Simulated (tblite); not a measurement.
Species: C₆H₅F₃NP.
SMILES: `Cc1pccnc1C(F)(F)F`

Computed with GFN2-xTB (tblite): harmonic, unscaled wavenumbers at the GFN2-xTB geometry, gas phase. The method is semi-empirical: single wavenumbers can be off by several per cent or more.

Harmonic wavenumbers (cm⁻¹): 38.9, 71.9, 134.9, 171.0, 194.1, 239.4, 281.4, 313.1, 361.4, 375.4, 410.4, 438.4, 509.4, 517.5, 570.6, 677.8, 688.5, 740.1, 788.4, 853.4, 900.6, 905.4, 1007.0, 1020.9, 1033.8, 1074.6, 1119.5, 1162.3, 1178.7, 1253.8, 1324.0, 1358.3, 1401.7, 1456.2, 1470.7, 1478.3, 1533.9, 3010.8, 3017.0, 3025.2, 3037.6, 3052.1.

A = 1718, B = 769.8, C = 588.0 MHz; mass 179.011 u (most abundant isotopes); point group Cs, symmetry number 1.

**Question.** What is the zero-point energy?

**Answer.** ½Σν̃ = 22099 cm⁻¹ = 63.19 kcal/mol.

**Question.** What is S at 298.15 K and 1 bar for an ideal gas of classical rigid rotors and harmonic oscillators?

**Answer.** Translation 41.48, rotation 30.40, vibration 29.47: S = 101.4 cal/(mol K).

**Question.** And Cp and H(298.15 K) − H(0)?

**Answer.** Cp = 39.77 cal/(mol K), of which vibrations give 31.82 (their classical limit is 42 R = 83.5); H(298.15 K) − H(0) = 7.11 kcal/mol without the zero-point energy, 4.74 from vibrations.

**Question.** How do the functions run with temperature in this model?

**Answer.** 
| T (K) | S (cal/(mol K)) | Cp (cal/(mol K)) | H − H(0) (kcal/mol) | G − H(0) (kcal/mol) | ln q(vib) |
| --- | --- | --- | --- | --- | --- |
| 100 | 71.3 | 18.4 | 1.27 | -5.86 | 1.67 |
| 200 | 87.6 | 29.7 | 3.69 | -13.83 | 4.22 |
| 300 | 101.6 | 39.9 | 7.18 | -23.30 | 6.88 |
| 500 | 126.0 | 56.0 | 16.89 | -46.13 | 12.19 |
| 800 | 155.7 | 69.6 | 35.97 | -88.58 | 19.60 |
| 1000 | 171.8 | 74.9 | 50.46 | -121.38 | 24.07 |

q(vib) and H(0) count from the zero-point level.

**Question.** Which modes carry the vibrational entropy at 298.15 K?

**Answer.** 38.9 cm⁻¹: 5.31; 71.9 cm⁻¹: 4.10; 134.9 cm⁻¹: 2.87; 171.0 cm⁻¹: 2.42; 194.1 cm⁻¹: 2.19; 239.4 cm⁻¹: 1.81 cal/(mol K); the other 36 give 10.76 together.

Hindered rotation and anharmonicity are outside this model.

The values belong to the conformer `[CH3:1][c:2]1[p:3][cH:4][cH:5][n:6][c:7]1[C:8]([F:9])([F:10])[F:11]`: N6–C7–C8–F9 0°.
